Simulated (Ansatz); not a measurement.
A structure drawn as `[NH2][V]([OH])([OH])=[S]`, with this starting geometry:

```xyz
9

N     0.639   -0.460    1.481
V    -0.196   -0.034   -0.286
O     0.195   -1.519   -1.492
O     0.491    1.601   -1.043
S    -2.166    0.157   -0.062
H     0.424    0.397    2.163
H     0.122   -1.254    1.922
H    -0.082   -1.172   -2.416
H     0.574    2.286   -0.267
```

Total charge 0; spin multiplicity 1.

(1) Does it keep its bonds when Ansatz relaxes it at PBE-D4/def2-SVP and then PBE0-D4/def2-TZVP?

(2) Give the relaxed structure. (Estimate.)

Atoms count as bonded under 1.1 times the sum of their covalent radii (H–H under 0.85 Å, pairs among N, O and F under 1.55 Å), and a drawn bond as lost past 1.3 times.

Results:

(1) Yes, every drawn bond is still there and no new one forms.

(2) Ansatz gave: 
Z-matrix (Å, degrees):
```
V
O 1 1.762
O 1 1.762 2 107.3
N 1 1.816 2 109.5 3 -118.6
S 1 2.001 2 112.3 3 123.9
H 2 0.960 1 122.8 3 -132.0
H 3 0.960 1 122.8 2 132.9
H 4 1.012 1 120.0 2 58.9
H 4 1.007 1 127.4 2 -121.3
```
All modes are real.
